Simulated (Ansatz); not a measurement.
Reactions of `[SiH3][SiH]1BC1`.

Gas-phase electronic energies from Ansatz, PBE0-D4/def2-TZVP geometries. CCSD(T)/CBS is the MP2 limit (def2-TZVPP, def2-QZVPP) plus CCSD(T) − MP2 in def2-TZVPP, frozen cores. This one scheme is used for every species, atoms too. Functionals use def2-TZVPP. Open shells (•) are unrestricted, without spin–orbit coupling. Spin–orbit coupling would lower the free atoms: a little for B, C, Si. def2 core potentials past Kr. Bonds to I, Se are less sure, by a few kJ/mol each and by 10 to 20 or more in all where they break to atoms, as the def2 sets lack core-valence functions. Scalar relativity is left out up to krypton. One conformer a species, not always the lowest.

```tsv
reaction	CCSD(T)/CBS(def2) (kJ/mol)
`[SiH3][SiH]1BC1` → `[SiH3]C1B[SiH2]1`	-16
`[SiH3][SiH]1BC1` → `BC1[SiH2][SiH2]1`	?
`[SiH3][SiH]1BC1` + HI → `I[SiH]1BC1` + SiH₄	-87
`[SiH3][SiH]1BC1` → B• + C• + 7 H• + 2 Si•	3559
`[SiH3][SiH]1BC1` + `C=NCS` → `C=NCS[SiH3]` + `B1C[SiH2]1`	-47
`[SiH3][SiH]1BC1` + HCl → `Cl[SiH]1BC1` + SiH₄	?
`[SiH3][SiH]1BC1` + H₂Se → `[SeH][SiH]1BC1` + SiH₄	-63
```

Q: Fill in the missing values. (Estimate.)

A: Computed: `[SiH3][SiH]1BC1` → `BC1[SiH2][SiH2]1`: -66.7 kJ/mol; `[SiH3][SiH]1BC1` + HCl → `Cl[SiH]1BC1` + SiH₄: -88.7 kJ/mol.

Largest T1 diagnostic: 0.014, for `[SiH3][SiH]1BC1`.
